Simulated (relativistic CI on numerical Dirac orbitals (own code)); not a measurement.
**Sensitivity of the levels of Eu11+ to α and to the nuclear radius**

Method of calculation: Dirac-Coulomb-Breit CI, KLI orbitals optimised for each configuration, derivatives by finite differences, unscaled Slater integrals, QED left out (own radial code, finite nucleus).

Configurations in the expansion (outside the closed core [Kr] 4d10): 4f4.5s2, 4f2.5s2.5p2, 4f5.5s, 4f3.5s2.6s, 4f2.5s2.5d.6s. The list is cut by size and lacks configurations that can hold low levels.

With x = (α/α₀)² − 1 an excitation energy changes as ω = ω₀ + qx; K = 2q/ω₀ is the relative enhancement. Terms are leading LS components, so labels can repeat. The field-shift factor is F = δν/δ⟨r²⟩ for the transition from the lowest level.

Lowest level 4f4.5s2 5I_4.

```csv
Level,ω₀ (cm⁻¹),q (cm⁻¹),F (GHz/fm²)
4f4.5s2 5I_5,2304.3,2397,0.104
4f4.5s2 5I_6,4807.5,4745,0.21
4f4.5s2 5I_7,7432.6,6939,0.316
4f4.5s2 5I_8,10124.7,8934,0.418
4f4.5s2 5F_1,21659.4,1646,0.34
4f4.5s2 5F_2,22334.7,1833,0.363
4f4.5s2 5F_3,23652.8,3240,0.428
4f4.5s2 5S_2,24850.5,4279,0.46
4f4.5s2 5F_4,25079.7,3818,0.47
4f4.5s2 3K_6,26213.3,2468,0.448
4f4.5s2 5F_5,27163.2,6190,0.565
4f4.5s2 3K_7,28254.1,3511,0.504
4f4.5s2 3H_4,29629.8,-543,0.472
4f4.5s2 3K_8,30654.3,4845,0.579
4f4.5s2 5G_2,31446.2,-176.1,0.447
4f4.5s2 5G_3,31675.4,202.4,0.46
4f4.5s2 3H_5,33353.1,3125,0.633
4f4.5s2 5G_4,34808.4,3873,0.619
4f4.5s2 3G_3,35961.8,3624,0.636
4f4.5s2 3L_7,36926.6,4720,0.647
4f4.5s2 3D_2,37573.7,1519,0.59
4f4.5s2 5G_5,37606.7,6439,0.734
4f4.5s2 3H_6,37867.8,6509,0.809
```

At this charge energies of transitions that change n are usually good to better than 1 %, and those within a shell (Δn = 0) to a few per cent. Terms inside the open d or f shell come out 10 to 20 % too wide with unscaled integrals. Levels and lines within the n = 5 or 6 shells can be off by up to 10 % or somewhat more, and those that change n by about 2 %, since core polarisation is missing.

Which transition from the lowest level has the largest |K|?

4f4.5s2 5I_5 at 2304.3 cm⁻¹, K = 2.08.
